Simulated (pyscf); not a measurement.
bromomethane (H₃C–Br) + I⁻ → bromide (Br⁻) + H₃C–I (substitution at C; singlet surface; Br–C broken, C–I formed). Structures and frequencies: ωB97X-D3(BJ)/def2-SVPD in PySCF. Energies in kcal/mol from the separated reactants.

```json
[
 {"level": "ωB97X-D3(BJ)/def2-TZVPD", "barrier": "5.8", "reaction energy": "+5.4"},
 {"level": "PBE/def2-TZVPD", "barrier": "-2.2", "reaction energy": "+5.9"},
 {"level": "r²SCAN/def2-TZVPD", "barrier": "-1.5", "reaction energy": "+6.4"},
 {"level": "B3LYP-D3(BJ)/def2-TZVPD", "barrier": "-1.0", "reaction energy": "+5.4"},
 {"level": "M06-2X/def2-TZVPD", "barrier": "3.9", "reaction energy": "+7.0"},
 {"level": "ωB97M-D3(BJ)/def2-TZVPD", "barrier": "5.7", "reaction energy": "+6.2"}
]
```

On the reactant side the descent ends in a bound adduct, 8.6 kcal/mol under the separated species and 14.4 kcal/mol under the saddle at ωB97X-D3(BJ)/def2-TZVPD. On the product side the descent ends in a bound adduct, 9.6 kcal/mol under the separated species and 10.0 kcal/mol under the saddle at ωB97X-D3(BJ)/def2-TZVPD. At PBE, r²SCAN, B3LYP-D3(BJ) the saddle lies under the separated reactants, which points to a path from their complex (located at ωB97X-D3(BJ) alone). At PBE, r²SCAN, B3LYP-D3(BJ), M06-2X, ωB97M-D3(BJ) the saddle lies under the separated products, which points to a path from their complex (located at ωB97X-D3(BJ) alone), and parting the products costs more than the saddle. This is the saddle that the search found; another between the same sides may lie lower. The angle at the attacked C is 180°. Elements up to Kr have no core potential and no relativistic terms here. Elements past Kr carry the def2 core potentials, without spin-orbit coupling.
